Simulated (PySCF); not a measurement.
Job file and geometry (Å, from GFN2-xTB) of an NMR shielding run on `CCCP(C)C(=O)OC`, C6H13O2P, PySCF 2.14.0, density-fitted response routines, GIAO PBE0/pcSseg-1 NMR shielding, non-relativistic, gas phase; density fitting, a coarse starting grid and PySCF grid level 2 are the driver's defaults:

```
{"job": {"kind": "nmr", "xc": "PBE0", "basis": "pcSseg-1"}, "charge": 0, "multiplicity": 1}
C     -3.066890    -0.248314     1.133643
C     -2.524719     0.459995    -0.099128
C     -1.064985     0.863904     0.074812
P      0.065112    -0.587035     0.368403
C      0.171554    -1.274923    -1.349398
C      1.631602     0.391433     0.329380
O      1.738806     1.561253     0.585794
O      2.640898    -0.436589     0.065157
C      3.962798     0.093322     0.078685
H     -2.481836    -1.144352     1.336383
H     -3.005155     0.401926     2.002988
H     -4.105648    -0.535958     0.988017
H     -2.624262    -0.194074    -0.968736
H     -3.116474     1.358073    -0.295172
H     -0.709963     1.418460    -0.799482
H     -0.957485     1.513655     0.947657
H      0.299334    -0.483167    -2.087067
H      1.008330    -1.968046    -1.398764
H     -0.745765    -1.823092    -1.556339
H      4.280742     0.297914    -0.945248
H      3.986364     1.016052     0.660815
H      4.607230    -0.661055     0.525966
```

Q: Write the output of this run.

A: 
```
coarse grid: 18376 points
cycle   1  E = -727.4043205199  dE =  1.072e+00  |g| = 9.015e-01  |ddm| = 4.069e+00
cycle   2  E = -727.0680781138  dE =  3.362e-01  |g| = 1.611e+00  |ddm| = 1.688e+00
cycle   3  E = -727.5469406238  dE = -4.789e-01  |g| = 2.954e-01  |ddm| = 1.261e+00
cycle   4  E = -727.5630644944  dE = -1.612e-02  |g| = 8.747e-02  |ddm| = 2.439e-01
cycle   5  E = -727.5642698406  dE = -1.205e-03  |g| = 2.508e-02  |ddm| = 6.233e-02
cycle   6  E = -727.5644023380  dE = -1.325e-04  |g| = 5.833e-03  |ddm| = 2.258e-02
cycle   7  E = -727.5644097559  dE = -7.418e-06  |g| = 1.491e-03  |ddm| = 5.822e-03
final grid: 171432 points
cycle   8  E = -727.6406012638  dE = -3.741e-05  |g| = 1.551e-02  |ddm| = 3.674e-02
cycle   9  E = -727.6405518086  dE =  4.946e-05  |g| = 2.233e-02  |ddm| = 2.486e-02
cycle  10  E = -727.6406495423  dE = -9.773e-05  |g| = 2.803e-03  |ddm| = 1.546e-02
cycle  11  E = -727.6406510033  dE = -1.461e-06  |g| = 5.159e-04  |ddm| = 2.075e-03
cycle  12  E = -727.6406510472  dE = -4.393e-08  |g| = 2.119e-04  |ddm| = 5.303e-04
cycle  13  E = -727.6406510558  dE = -8.618e-09  |g| = 4.005e-05  |ddm| = 1.682e-04
cycle  14  E = -727.6406510562  dE = -3.542e-10  |g| = 1.415e-05  |ddm| = 5.731e-05
converged SCF energy = -727.6406510562

GIAO shielding tensors (ppm)
atom      isotropic    diamagn.    paramagn.     s11        s22        s33       span
  0 C      170.851     247.694     -76.843    158.932    169.647    183.974     25.042
  1 C      165.651     248.121     -82.470    158.646    165.867    172.439     13.793
  2 C      150.675     255.695    -105.020    138.236    154.174    159.615     21.379
  3 P      375.175     969.567    -594.392    296.540    335.534    493.451    196.911
  4 C      174.153     254.675     -80.522    160.054    173.000    189.405     29.351
  5 C       -2.885     262.033    -264.918   -104.554     28.647     67.252    171.806
  6 O     -117.145     404.648    -521.792   -456.075   -209.234    313.876    769.951
  7 O      140.835     404.736    -263.901    -47.633    222.246    247.891    295.524
  8 C      136.123     241.492    -105.370     97.741    127.403    183.225     85.484
  9 H       30.154      30.707      -0.552     24.361     31.613     34.488     10.127
 10 H       30.932      29.599       1.333     26.851     28.809     37.135     10.284
 11 H       30.645      27.196       3.449     26.080     27.506     38.350     12.270
 12 H       30.474      32.360      -1.886     25.565     30.507     35.351      9.786
 13 H       29.848      29.999      -0.151     24.237     28.223     37.082     12.845
 14 H       29.749      35.220      -5.471     24.781     30.051     34.414      9.633
 15 H       29.704      34.840      -5.137     24.515     29.762     34.834     10.319
 16 H       30.582      33.215      -2.632     27.099     28.109     36.540      9.442
 17 H       30.004      31.903      -1.899     25.048     28.062     36.901     11.853
 18 H       30.415      32.084      -1.669     25.225     29.044     36.976     11.751
 19 H       28.356      27.582       0.774     23.563     26.470     35.036     11.473
 20 H       26.481      27.510      -1.029     22.210     25.905     31.328      9.118
 21 H       28.227      26.730       1.497     23.748     26.457     34.477     10.730
```

Size and cost of the density-fitted run: 225 basis functions, roughly 110 core-seconds.
